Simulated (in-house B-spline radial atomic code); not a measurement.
A fraction x of an electron is removed from 3p in Sc4+, starting from [Ne] 3s2 3p5 and keeping the highest spin. All numbers are computed (scalar-relativistic (X2C) HSE06, spin-polarised, spherical fractional occupations; Fermi nucleus of rms radius 3.5459 fm) with an all-electron radial atomic-structure program (B-spline basis), not measured.

Caution: exact exchange at fractional occupations of open shells leaves self-interaction of up to several eV.

```
   x  E(x) - E(0) (eV)  3p down level (eV)
   0            0.0000             -83.317
0.09            7.5672             -84.841
0.17           14.4088             -86.200
0.27           23.1143             -87.903
0.42           36.4921             -90.469
 0.5           43.7846             -91.842
0.56           49.3261             -92.874
0.73           65.3639             -95.807
0.84           76.0075             -97.712
0.97           88.8569             -99.970
   1           91.8639            -100.492
```

The exact functional would give a straight line between the two integer points. Deviations E(x) - E(0) - x[E(1) - E(0)], in eV: -0.701 at x = 0.09, -1.208 at x = 0.17, -1.689 at x = 0.27, -2.091 at x = 0.42, -2.147 at x = 0.5, -2.118 at x = 0.56, -1.697 at x = 0.73, -1.158 at x = 0.84, -0.251 at x = 0.97.

The curve lies below the straight line by up to 2.147 eV (at x = 0.5): convex, the delocalisation error, to which spherically averaged exact exchange adds.

Problem. How well does Slater's transition state (minus the level at half occupation) give the ionisation energy?

Solution. It gives 91.842 eV against 91.864 eV from the two total energies; NIST lists 91.95 eV, ground level to ground level. The end point has an open shell averaged over its orbitals, so its exact exchange keeps a self-interaction and this is no true integer point.
